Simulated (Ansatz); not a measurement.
Caution, from a PySCF single point (B3LYP-D3(BJ)/def2-TZVPD) at this geometry: the highest occupied level lies above zero, so the state may not be bound. This triplet is an excited state, 0.67 eV above the relaxed singlet at the level frozen-core CCSD(T)/aug-cc-pVTZ // B3LYP-D3(BJ)/def2-TZVPD (Ansatz, a program for electronic structure).

A geometry relaxed with B3LYP-D3(BJ)/def2-TZVPD run with Ansatz, charge -1, multiplicity 3:

```xyz
3

F      1.1824    -0.1607     0.0000
H     -1.0913    -0.2608     0.0000
B     -0.0911     0.4215     0.0000
```

Task: Write the SMILES of this molecule.

Result: `[BH-]F`
